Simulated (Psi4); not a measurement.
tin monoxide (OSn), singlet, geometry from GFN2-xTB (such geometries of metal compounds can be far from the true shape) (core potentials on Sn).

Input for Psi4:
```
memory 2 GB

molecule {
0 1
  Sn   -0.00000000   -0.00000000   -0.24878717
  O     0.00000000    0.00000000    1.55491983
}

set basis def2-sv(p)

energy('pbe')
print_variables()
```

Q: What does this run give for the total energy, number of basis functions?

A: 
The total energy is -289.3740 Eh and the number of basis functions is 40.
